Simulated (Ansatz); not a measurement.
Consider the formal exchange of groups at the Si–O bond: `C[O][Al]([F])[O][SiH3]` + `C=[CH][AlH][CH3]` → `C=[CH][AlH][CH2][SiH3]` + `C[O][Al]([OH])[F]`.

Computed with Ansatz on PBE0-D4/def2-TZVP structures; ΔE is electronic, products minus reactants. CBS: MP2 limit from def2 TZ/QZ plus the TZ coupled-cluster correction, frozen cores. This one scheme is used for every species. Functionals use def2-TZVPP. B3LYP here is the variant with VWN-RPA as its local correlation; programs differ in this. Each species was taken in one conformer, which may not be the lowest.

| level | ΔE (kJ/mol) |
| --- | --- |
| PBE-D4 | 79.7 |
| r2SCAN-D4 | 93.0 |
| B2PLYP | 101.6 |
| r2SCAN | 93.8 |
| B3LYP | 103.2 |
| MP2/def2-TZVPP | 94.7 |
| SCS-MP2/def2-TZVPP | 100.9 |
| SCS-MP2/def2-QZVPP | 101.1 |

Q: What does CCSD(T)/CBS give? (An estimate is asked.)

A: Ansatz gave: +94.4 kJ/mol. The listed levels differ from it by -14.7, -1.4, 7.2, -0.6, 8.8, 0.3, 6.5, 6.7 kJ/mol.

Largest T1 diagnostic among the species: 0.012.

In def2-TZVPP, CCSD(T) changes the Hartree–Fock value by −27.7 kJ/mol (the triples alone add −4.2 kJ/mol) and MP2 by −28.1 kJ/mol. The D4 term adds −5.1 kJ/mol with B3LYP and −2.8 kJ/mol with PBE0; it sums over pairs of atoms, weighted by their polarisabilities, and B3LYP, whose exchange is more repulsive, gets the larger term. From PBE to PBE0 (25 % exact exchange), in def2-TZVPP and without D4, ΔE moves by +5.4 kJ/mol.
